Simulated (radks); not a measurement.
Ionisation of the titanium ion Ti3+, [Ar] 3d1, to [Ar] as the strength of local exchange is varied. Method: non-relativistic Kohn-Sham, Slater X-alpha exchange (alpha = 2/3 is LDA exchange), no correlation, spin-polarised, spherical densities, point nucleus; open shells are filled with parallel spins first; computed with a radial shooting solver on a logarithmic mesh with Libxc functionals.

| alpha | E(Ti3+) (hartree) | exchange (hartree) | IE (eV) | -e of the level emptied (eV) | <r> of it (bohr) |
|---|---|---|---|---|---|
| 0.611 | -840.74209 | -34.06889 | 41.088 | 32.870 (3d) | 1.285 |
| 0.642 | -842.47210 | -35.85843 | 41.801 | 33.535 (3d) | 1.273 |
| 0.667 | -843.86941 | -37.30586 | 42.381 | 34.077 (3d) | 1.263 |
| 0.765 | -849.36533 | -43.01647 | 44.696 | 36.252 (3d) | 1.227 |
| 0.836 | -853.36541 | -47.19017 | 46.417 | 37.876 (3d) | 1.203 |
| 0.92 | -858.11777 | -52.16754 | 48.498 | 39.848 (3d) | 1.176 |
| 1.012 | -863.34742 | -57.66796 | 50.833 | 42.072 (3d) | 1.149 |
| 1.028 | -864.25956 | -58.62977 | 51.246 | 42.465 (3d) | 1.145 |

NIST Atomic Spectra Database: 43.267 eV (measured). The Delta-SCF value meets it near alpha = 0.70. Open shells are spherical and high-spin; term and fine-structure splittings are not resolved.
